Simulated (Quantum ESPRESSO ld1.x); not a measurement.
Task: The mean radii <r> (bohr) of the occupied orbitals of an atom or ion are listed with their occupations. All-electron calculation, Dirac Kohn-Sham, exchange-only B88, spin-unpolarised, spherical densities, point nucleus. Program: ld1.x of Quantum ESPRESSO 7.5.

orbital  occ.      <r>
1s1/2       2  0.01604
2s1/2       2  0.06689
2p1/2       2  0.05487
2p3/2       4  0.06379
3s1/2       2   0.1739
3p1/2       2   0.1644
3p3/2       4   0.1807
3d3/2       4   0.1570
3d5/2       6   0.1619
4s1/2       2   0.3841
4p1/2       2   0.3853
4p3/2       4   0.4199
4d3/2       4   0.4246
4d5/2       6   0.4357
5s1/2       2   0.8540
4f5/2       6   0.4509
4f7/2       8   0.4572
5p1/2       2   0.9126
5p3/2       4    1.005
5d3/2       4    1.270
5d5/2       6    1.317
6s1/2       2    2.192

Name the element and its charge. Open shells, if any, are shared by 2j + 1.

Result: Z = 82, lead, charge +2: Pb2+ in [Hg]. The 1s radius gives Z: for a bare nucleus <r> = (2 gamma + 1)/(2Z) with gamma = sqrt(1 - (Z/c)^2), 0.01587 bohr for Z = 82, and screening makes it slightly larger (0.01604 here). The occupations add up to 80, and the charge is Z minus that.
